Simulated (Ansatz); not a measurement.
Relaxation of FH5OSi2 (9 atoms, charge 0, multiplicity 1), to a largest force component of 0.03 eV/Å in at most 50 steps.

Method: Ansatz 0.2.0, RKS PBE-D4/6-31G*.

```xyz
9
Properties=species:S:1:pos:R:3
Si 0.345 0.011 -0.115
O 0.641 -0.095 1.515
Si -0.469 -0.438 2.737
H -1.537 -1.343 2.185
H 0.259 -1.118 3.853
H -1.109 0.817 3.248
H 1.764 0.135 -0.421
F -0.512 1.328 -0.519
H -0.402 -1.171 -0.649
```

Question: Where does it end, and by what steps?

Answer: The forces met the threshold. After 5 steps the energy has fallen by 0.193 eV; H7 moved furthest, 0.22 Å.

```
step  energy less start (eV)  largest force component (eV/Å)  accepted
   0                  0.0000                           1.050       yes
   1                 -0.1634                           0.364       yes
   2                 -0.1795                           0.365       yes
   3                 -0.1893                           0.057       yes
   4                 -0.1921                           0.037       yes
   5                 -0.1931                           0.029       yes
```

```xyz
9
Properties=species:S:1:pos:R:3
Si 0.412 0.028 -0.125
O 0.496 -0.059 1.523
Si -0.528 -0.451 2.791
H -1.616 -1.374 2.321
H 0.282 -1.133 3.849
H -1.148 0.789 3.358
H 1.808 0.146 -0.640
F -0.411 1.346 -0.583
H -0.314 -1.167 -0.660
```

Whether the end is a true minimum wasn't checked by a vibrational analysis.

The run took 15 s on 1 thread of Arm Neoverse V2, with other jobs on the host, peak memory 0.14 GiB.
